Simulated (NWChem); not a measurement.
System: C3F4; SMILES FC(F)=C=C(F)F

Input file for NWChem:

```
start job
memory heap 200 mb stack 900 mb global 1100 mb
geometry units angstroms noautosym noautoz
  F     -2.060124    -0.804710     0.709831
  C     -1.296822    -0.030446    -0.037346
  F     -2.051346     0.708143    -0.828276
  C      0.000000    -0.000011     0.000013
  C      1.296821     0.030446     0.037372
  F      2.015908     0.816963     0.814993
  F      2.095562    -0.720396    -0.696549
end
basis spherical
  * library def2-svp
end
dft
  xc xpbe96 cpbe96
  disp vdw 4
  iterations 150
end
driver
  maxiter 120
end
task dft optimize
task dft freq
```

Parts of the log:

```
             Northwest Computational Chemistry Package (NWChem) 7.3.0
             --------------------------------------------------------

                             Geometry "geometry" -> ""
                             -------------------------

 Output coordinates in angstroms (scale by  1.889725989 to convert to a.u.)

  No.       Tag          Charge          X              Y              Z
 ---- ---------------- ---------- -------------- -------------- --------------
    1 F                    9.0000    -2.06012389    -0.80470878     0.70982683
    2 C                    6.0000    -1.29682189    -0.03044478    -0.03735017
    3 F                    9.0000    -2.05134589     0.70814422    -0.82828017
    4 C                    6.0000     0.00000011    -0.00000978     0.00000883
    5 C                    6.0000     1.29682111     0.03044722     0.03736783
    6 F                    9.0000     2.01590811     0.81696422     0.81498883
    7 F                    9.0000     2.09556211    -0.72039478    -0.69655317

 Effective nuclear repulsion energy (a.u.)     283.7940045265

  pbe96 is a nonlocal functional; adding pw91lda local functional.

                           NWChem Geometry Optimization
                           ----------------------------

 maximum gradient threshold         (gmax) =   0.000450
 rms gradient threshold             (grms) =   0.000300
 maximum cartesian step threshold   (xmax) =   0.001800
 rms cartesian step threshold       (xrms) =   0.001200
 fixed trust radius                (trust) =   0.300000
 source of zmatrix                         =

          -------------------
          Energy Minimization
          -------------------

 Using diagonal initial Hessian

          --------
          Step   0

                                 NWChem DFT Module
                                 -----------------

 Summary of "ao basis" -> "ao basis" (spherical)
 ------------------------------------------------------------------------------
       Tag                 Description            Shells   Functions and Types
 ---------------- ------------------------------  ------  ---------------------
 F                          def2-svp                 6       14   3s2p1d
 C                          def2-svp                 6       14   3s2p1d

            General Information
            -------------------
          SCF calculation type: DFT
          Wavefunction type:  closed shell.
          No. of atoms     :     7
          No. of electrons :    54
           Alpha electrons :    27
            Beta electrons :    27
          Charge           :     0
          Spin multiplicity:     1
          Use of symmetry is: off; symmetry adaption is: off
          Maximum number of iterations: 150
          AO basis - number of functions:    98
                     number of shells:    42
          Convergence on energy requested:  1.00D-06
          Convergence on density requested:  1.00D-05
          Convergence on gradient requested:  5.00D-04

              XC Information
              --------------
          PerdewBurkeErnzerhof Exchange Functional  1.000
            Perdew 1991 LDA Correlation Functional  1.000 local
           PerdewBurkeErnz. Correlation Functional  1.000 non-local

             Grid Information
             ----------------
          Grid used for XC integration:  medium
          Radial quadrature: Mura-Knowles
          Angular quadrature: Lebedev.
          Tag              B.-S. Rad. Rad. Pts. Rad. Cut. Ang. Pts.
          ---              ---------- --------- --------- ---------
          F                   0.50       49          10.0       434
          C                   0.70       49           8.0       434
          Grid pruning is: on
          Number of quadrature shells:   343
          Spatial weights used:  Erf1

           DFT-D3BJ Model
          s6 scale factor  :        1.000000000000
          s8 scale factor  :        0.787500000000
          a1 parameter     :        0.428900000000
          a2 parameter     :        4.440700000000
              vdW contrib  :       -0.004016368457

      Superposition of Atomic Density Guess
      -------------------------------------

 Sum of atomic energies:        -510.04447706

      Non-variational initial energy
      ------------------------------

 Total energy =    -512.609175
 1-e energy   =   -1272.525914
 2-e energy   =     476.122735
 HOMO         =      -0.290806
 LUMO         =       0.069476

   convergence    iter        energy       DeltaE   RMS-Dens  Diis-err
 ---------------- ----- ----------------- --------- --------- ---------
 d= 0,ls=0.0,diis     1   -512.4697863006 -7.96D+02  3.12D-02  2.11D+00
 d= 0,ls=0.0,diis     2   -512.0394086196  4.30D-01  1.73D-02  6.87D+00
 d= 0,ls=0.0,diis     3   -512.7055818184 -6.66D-01  2.72D-03  6.10D-02
 d= 0,ls=0.0,diis     4   -512.7083947045 -2.81D-03  1.73D-03  2.57D-02
 d= 0,ls=0.0,diis     5   -512.7105713420 -2.18D-03  7.14D-04  1.30D-02
  Resetting Diis
 d= 0,ls=0.0,diis     6   -512.7119468285 -1.38D-03  3.08D-05  8.52D-06
 d= 0,ls=0.0,diis     7   -512.7119478517 -1.02D-06  6.16D-06  1.06D-07
 d= 0,ls=0.0,diis     8   -512.7119478303  2.14D-08  4.52D-06  2.58D-07

         Total DFT energy =     -512.711947830302
      One electron energy =    -1273.193989601242
           Coulomb energy =      534.216328840278
    Exchange-Corr. energy =      -57.524275227410
 Nuclear repulsion energy =      283.794004526529

    Dispersion correction =       -0.004016368457

 Numeric. integr. density =       53.999996657047

                       DFT Final Molecular Orbital Analysis
                       ------------------------------------

 Vector   25  Occ=2.000000D+00  E=-3.779419D-01
              MO Center=  2.5D-01,  5.9D-03,  7.2D-03, r^2= 5.6D+00
   Bfn.  Coefficient  Atom+Function         Bfn.  Coefficient  Atom+Function
  ----- ------------  ---------------      ----- ------------  ---------------
    89     -0.232636  7 F  py                74      0.228507  6 F  px
    75     -0.222402  6 F  py                33      0.206028  3 F  py
    88     -0.206780  7 F  px                 5      0.197033  1 F  py
    90     -0.197914  7 F  pz                 4     -0.191289  1 F  px
    32      0.191479  3 F  px                76     -0.185383  6 F  pz

 Vector   26  Occ=2.000000D+00  E=-2.534224D-01
              MO Center=  1.9D-02,  4.3D-04,  5.4D-04, r^2= 2.5D+00
   Bfn.  Coefficient  Atom+Function         Bfn.  Coefficient  Atom+Function
  ----- ------------  ---------------      ----- ------------  ---------------
    48      0.446702  4 C  pz                51      0.317339  4 C  pz
    62      0.204773  5 C  pz                20      0.197414  2 C  pz
    61     -0.141359  5 C  py                19      0.137481  2 C  py
    75     -0.125509  6 F  py                90      0.124522  7 F  pz
     5      0.123308  1 F  py                89     -0.120844  7 F  py

 Vector   27  Occ=2.000000D+00  E=-2.534198D-01
              MO Center= -1.9D-02, -4.5D-04, -5.3D-04, r^2= 2.5D+00
   Bfn.  Coefficient  Atom+Function         Bfn.  Coefficient  Atom+Function
  ----- ------------  ---------------      ----- ------------  ---------------
    47      0.446764  4 C  py                50      0.317382  4 C  py
    19      0.204701  2 C  py                61      0.197530  5 C  py
    20      0.141206  2 C  pz                62     -0.137600  5 C  pz
    34      0.125940  3 F  pz                33      0.123920  3 F  py
    76     -0.123920  6 F  pz                 6      0.120220  1 F  pz

 Vector   28  Occ=0.000000D+00  E=-5.107785D-02
              MO Center= -5.8D-03, -1.4D-04, -1.4D-04, r^2= 2.8D+00
   Bfn.  Coefficient  Atom+Function         Bfn.  Coefficient  Atom+Function
  ----- ------------  ---------------      ----- ------------  ---------------
    20      0.400999  2 C  pz                62     -0.401985  5 C  pz
    23      0.348970  2 C  pz                47     -0.349353  4 C  py
    65     -0.349538  5 C  pz                50     -0.332910  4 C  py
    19      0.176585  2 C  py                61      0.165449  5 C  py
     5      0.133284  1 F  py                75      0.131138  6 F  py

 Vector   29  Occ=0.000000D+00  E=-5.107144D-02
              MO Center=  5.8D-03,  1.4D-04,  1.8D-04, r^2= 2.8D+00
   Bfn.  Coefficient  Atom+Function         Bfn.  Coefficient  Atom+Function
  ----- ------------  ---------------      ----- ------------  ---------------
    19      0.401924  2 C  py                61     -0.401170  5 C  py
    22      0.349527  2 C  py                48     -0.349309  4 C  pz
    64     -0.349090  5 C  py                51     -0.332879  4 C  pz
    62      0.176844  5 C  pz                20      0.165166  2 C  pz
    76      0.133893  6 F  pz                34      0.131658  3 F  pz

[...]

      ----------------------
      Optimization converged
      ----------------------

  Step       Energy      Delta E   Gmax     Grms     Xrms     Xmax
  ---- ---------------- -------- -------- -------- -------- --------
@    5    -512.71280355  1.8D-06  0.00025  0.00009  0.00056  0.00161
                                     ok       ok       ok       ok

                         Geometry "geometry" -> "geometry"
                         ---------------------------------

 Output coordinates in angstroms (scale by  1.889725989 to convert to a.u.)

  No.       Tag          Charge          X              Y              Z
 ---- ---------------- ---------- -------------- -------------- --------------
    1 F                    9.0000    -2.08326258    -0.80689354     0.71210018
    2 C                    6.0000    -1.31198623    -0.03103550    -0.03783999
    3 F                    9.0000    -2.07417386     0.71039480    -0.83070127
    4 C                    6.0000     0.00006132    -0.00136809    -0.00097265
    5 C                    6.0000     1.31201297     0.03120551     0.03674944
    6 F                    9.0000     2.03767938     0.81974513     0.81838077
    7 F                    9.0000     2.11966878    -0.72205076    -0.69770764

 Effective nuclear repulsion energy (a.u.)     281.5934570407

 ==============================================================================
                                internuclear distances
 ------------------------------------------------------------------------------
       center one      |      center two      | atomic units |  angstroms
 ------------------------------------------------------------------------------
    2 C                |   1 F                |     2.50646  |     1.32636
    3 F                |   2 C                |     2.50649  |     1.32638
    4 C                |   2 C                |     2.48102  |     1.31290
    5 C                |   4 C                |     2.48102  |     1.31290
    6 F                |   5 C                |     2.50653  |     1.32640
    7 F                |   5 C                |     2.50639  |     1.32632
 ------------------------------------------------------------------------------
                         number of included internuclear distances:          6
 ==============================================================================

[second-derivative integrals and response iterations left out]

  Vibrational analysis via the FX method

  See chapter 2 in "Molecular Vibrations" by Wilson, Decius and Cross

  Vib: Default input used

 ---------------------------- Atom information ----------------------------
     atom    #        X              Y              Z            mass
 --------------------------------------------------------------------------
    F        1 -3.9367954D+00 -1.5248077D+00  1.3456742D+00  1.8998400D+01
    C        2 -2.4792945D+00 -5.8648597D-02 -7.1507214D-02  1.2000000D+01
    F        3 -3.9196202D+00  1.3424515D+00 -1.5697978D+00  1.8998400D+01
    C        4  1.1587795D-04 -2.5853218D-03 -1.8380369D-03  1.2000000D+01
    C        5  2.4793450D+00  5.8969870D-02  6.9446378D-02  1.2000000D+01
    F        6  3.8506557D+00  1.5490937D+00  1.5465154D+00  1.8998400D+01
    F        7  4.0055932D+00 -1.3644781D+00 -1.3184763D+00  1.8998400D+01
 --------------------------------------------------------------------------

[unprojected Hessian and modes left out]

        Vibrational analysis via the FX method
  --- with translations and rotations projected out ---
  --- via the Eckart algorithm                      ---
 Projected Nuclear Hessian trans-rot subspace norm:1.8586D-33
                         (should be close to zero!)

[projected Hessian left out]

 Rotational Constants
 --------------------
 A=   0.189501 cm-1  (  0.272644 K)
 B=   0.040654 cm-1  (  0.058491 K)
 C=   0.040653 cm-1  (  0.058490 K)

 Temperature                      =   298.15K
 frequency scaling parameter      =   1.0000

 Zero-Point correction to Energy  =   16.436 kcal/mol  (  0.026193 au)
 Thermal correction to Energy     =   20.417 kcal/mol  (  0.032537 au)
 Thermal correction to Enthalpy   =   21.010 kcal/mol  (  0.033481 au)

 Total Entropy                    =   82.030 cal/mol-K
   - Translational                =   40.038 cal/mol-K (mol. weight = 111.9936)
   - Rotational                   =   28.022 cal/mol-K (symmetry #  =        1)
   - Vibrational                  =   13.971 cal/mol-K

 Cv (constant volume heat capacity) =   20.197 cal/mol-K
   - Translational                  =    2.979 cal/mol-K
   - Rotational                     =    2.979 cal/mol-K
   - Vibrational                    =   14.238 cal/mol-K

[normal modes left out]

 ----------------------------------------------------------------------------
 Normal Eigenvalue ||           Projected Infra Red Intensities
  Mode   [cm**-1]  || [atomic units] [(debye/angs)**2] [(KM/mol)] [arbitrary]
 ------ ---------- || -------------- ----------------- ---------- -----------
    1       -0.000 ||    0.000000           0.000         0.000       0.000
    2       -0.000 ||    0.000000           0.000         0.000       0.000
    3       -0.000 ||    0.000000           0.000         0.000       0.000
    4        0.000 ||    0.000000           0.000         0.000       0.000
    5        0.000 ||    0.000000           0.000         0.000       0.000
    6        0.000 ||    0.000000           0.000         0.000       0.000
    7       89.659 ||    0.000235           0.005         0.229       0.024
    8       89.672 ||    0.000235           0.005         0.229       0.024
    9      145.218 ||    0.000000           0.000         0.000       0.000
   10      386.346 ||    0.000000           0.000         0.000       0.000
   11      535.115 ||    0.001405           0.032         1.369       0.142
   12      535.126 ||    0.001406           0.032         1.371       0.142
   13      574.932 ||    0.020868           0.481        20.343       2.105
   14      626.318 ||    0.024954           0.576        24.327       2.517
   15      626.333 ||    0.024956           0.576        24.329       2.517
   16      728.190 ||    0.000000           0.000         0.000       0.000
   17     1037.109 ||    0.516356          11.913       503.369      52.087
   18     1244.073 ||    0.294247           6.789       286.847      29.682
   19     1244.104 ||    0.294261           6.789       286.860      29.683
   20     1553.217 ||    0.000000           0.000         0.000       0.000
   21     2087.274 ||    0.902874          20.830       880.166      91.077
 ----------------------------------------------------------------------------
```

Level: PBE-D3(BJ)/def2-SVP. The printed entropy takes a lower symmetry number than the molecule has.
